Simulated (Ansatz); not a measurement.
Species: C₃H₇N, SMILES `C=CCN` (C–C–C–N torsion 0°, C–C–N–H torsion 59°) (charge 0, multiplicity 1).

**Question.** Give a relaxed geometry from PBE0-D4/def2-TZVP in Ansatz (a quantum-chemistry and plane-wave program).

**Answer.** Several could match; the one computed here: the end point of this relaxation, one of several conformers (outside a Z-matrix the atoms follow the SMILES, hydrogens last).
Cartesian coordinates (Å) in one orientation:
```xyz
11

C      1.479    -0.085     0.443
C      0.678    -0.287    -0.593
C     -0.807    -0.069    -0.611
N     -1.438     0.405     0.600
H      2.545    -0.266     0.378
H      1.099     0.270     1.396
H      1.103    -0.644    -1.530
H     -1.291    -1.008    -0.908
H     -1.043     0.633    -1.420
H     -1.046     1.295     0.882
H     -1.278    -0.243     1.362
```
